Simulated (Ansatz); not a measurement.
C$_{2}$F$_{8}$Ge (`F[C](F)(F)[Ge]([F])([F])[C](F)(F)F`), relaxed with RKS PBE0-D4/def2-TZVP in the Gaussian-basis code of Ansatz from a PBE-D4/def2-SVP geometry. The force threshold is 0.005 eV/Å; the program also tests the step.

Charge 0, multiplicity 1.

Start:

```xyz
11

F    -2.176    0.019   -0.867
C    -1.558   -0.754    0.051
F    -2.417   -1.004    1.053
F    -1.222   -1.923   -0.533
Ge    0.103    0.172    0.714
F    -0.353    1.651    1.514
F     0.853   -0.826    1.928
C     1.462    0.597   -0.710
F     1.856   -0.543   -1.315
F     0.909    1.404   -1.639
F     2.543    1.208   -0.196
```

**Question.** By how much does the energy fall, and how many steps does the optimiser take? (Best estimate.)

**Answer.** The calculation gave: 1.51 kcal/mol, in 5 steps.

**Question.** Which bonds change most? (An estimate is asked.)

**Answer.** Computed: Ge5–F7 from 1.742 to 1.712 Å; Ge5–F6 from 1.742 to 1.712 Å; F1–C2 from 1.350 to 1.335 Å; C8–F10 from 1.350 to 1.335 Å.

**Question.** Give the relaxed structure. (Best estimate.)

**Answer.** Ansatz gave: 
```xyz
11

F    -2.192   -0.001   -0.845
C    -1.561   -0.755    0.058
F    -2.401   -0.994    1.062
F    -1.253   -1.919   -0.518
Ge    0.102    0.169    0.704
F    -0.354    1.626    1.478
F     0.843   -0.819    1.890
C     1.467    0.600   -0.705
F     1.878   -0.516   -1.312
F     0.942    1.405   -1.632
F     2.529    1.205   -0.180
```
